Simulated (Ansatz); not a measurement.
A made-up structure of BH3S2O, closed shell:

```
7
angstrom
B -0.5628 0.9627 0.6106
O -0.6736 -0.3125 1.0309
S -0.1813 -1.6825 0.1904
S 1.4928 -1.2349 -0.7979
H -0.5893 -2.9578 -0.0475
H -1.0415 1.7796 1.3401
H 0.9859 -0.7547 -1.9555
```

It is relaxed with PBE-D4/def2-SVP and then PBE0-D4/def2-TZVP (Ansatz 0.2.0). Atoms count as bonded within 1.22 times the sum of their covalent radii (H–H: 0.88 Å). The end point is not checked to be a true minimum.

(1) Does its bonding change? (A judgement: the text doesn't fix the answer.)

## Answers

(1) Computed: Yes. Formed: none; broken: O2–S3.

Where it ends: The first stage lowers the energy by 5.61 eV in 33 steps. It ends as a complex of H₂S₂ ([SH][SH]) + BHO ([BH][O]):
```csv
atom,x (Å),y (Å),z (Å)
B1,-0.8035,1.0768,1.0710
O2,-1.8715,0.5850,0.8305
S3,-0.0568,-2.3495,0.1459
S4,1.0479,-0.9157,-0.8122
H5,0.6223,-3.4241,-0.2991
H6,0.2113,1.5955,1.3441
H7,0.2805,-0.7681,-1.9092
```

Labels in which every atom is bracketed show which atoms are joined, not bond orders.

For scale, one of the runs: PBE0-D4/def2-TZVP relaxation, 154 basis functions, launched by `ansatz run in.yaml --threads 2 --pin off --events-out ev --progress --plain --max-ram 4352MiB`. Hardware: 2 CPU threads of an Arm Neoverse V1, shared host. Wall time about 94 s.
